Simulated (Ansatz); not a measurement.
Calculated with Ansatz (gas phase, PBE0-D4/def2-TZVP geometries, no zero-point term in ΔE). CCSD(T)/CBS is the MP2 limit (def2-TZVPP, def2-QZVPP) plus CCSD(T) − MP2 in def2-TZVPP, frozen cores. Functionals use def2-TZVPP. Elements past krypton have def2 core potentials. For Se, Sn outer-core shells are correlated without core-valence functions, which leaves a few kJ/mol of doubt a bond. Scalar relativity is left out up to krypton. One conformer a species, not always the lowest.

Consider the formal exchange of groups at the Sn–Se bond: `[OH][SnH2][SeH]` + silanol → `O[SiH2][SnH2][OH]` + H₂Se.

`[OH][SnH2][SeH]`:

Cartesian coordinates in Å:
```
O 0.545 -0.154 1.660
Sn -0.660 -0.102 0.110
Se 0.728 -0.069 -2.000
H 1.282 -0.756 1.533
H -1.590 -1.530 0.047
H -1.534 1.334 0.351
H 1.230 1.278 -1.699
```

`O[SiH3]`:

Cartesian coordinates in Å:
```
O 0.762 -0.333 -0.975
Si -0.107 0.218 0.312
H 0.419 -1.085 -1.458
H -1.470 0.660 -0.094
H 0.653 1.367 0.854
H -0.259 -0.828 1.361
```

`O[SiH2][SnH2][OH]`:

```xyz
10

O    -1.540   -1.576   -0.326
Si   -1.201    0.004   -0.679
Sn    0.905    0.808    0.582
O     2.473   -0.191   -0.096
H    -1.817   -1.785    0.567
H    -2.350    0.896   -0.345
H    -0.962    0.043   -2.141
H     1.361    2.428    0.308
H     0.812    0.509    2.273
H     2.319   -1.137   -0.142
```

H₂Se:

Z-matrix (Å, degrees):
```
Se
H 1 1.467
H 1 1.467 2 91.2
```

CCSD(T)/CBS gives +74.5 kJ/mol.

Task: Another level gave +77.6 kJ/mol. Which?
A. MP2/def2-TZVPP
B. BLYP/def2-TZVPP
C. PBE-QIDH/def2-TZVPP
D. PBE-D4/def2-TZVPP

Result: A. MP2/def2-TZVPP 77.6, BLYP 66.8, PBE-QIDH 73.1, PBE-D4 60.4 kJ/mol.

Task: What do rigid-rotor, harmonic-oscillator terms from PBE0-D4/def2-TZVP frequencies (298.15 K, 1 bar) make of the CCSD(T)/CBS value? (Estimate.)

Result: The calculation gave: ΔZPE = -4.7 kJ/mol, ΔH = +72.3 kJ/mol, ΔS = 2 J/(mol·K), ΔG = +71.6 kJ/mol. Modes under 50 cm⁻¹ make the entropy rough.

Largest T1 diagnostic among the species: 0.014.

From BLYP to BHLYP (50 % exact exchange), in def2-TZVPP and without D4, ΔE moves by +9.8 kJ/mol. Leaving LDA and LC-ωPBE aside and taking each functional with its dispersion term where it has one, the values, not all of them listed here, spread over 15.2 kJ/mol, from PBE-D4 to BHLYP-D4. LDA lies −4.2 kJ/mol from PBE without D4. In def2-TZVPP, CCSD(T) changes the Hartree–Fock value by −16.0 kJ/mol (the triples alone add −0.6 kJ/mol) and MP2 by −8.8 kJ/mol.
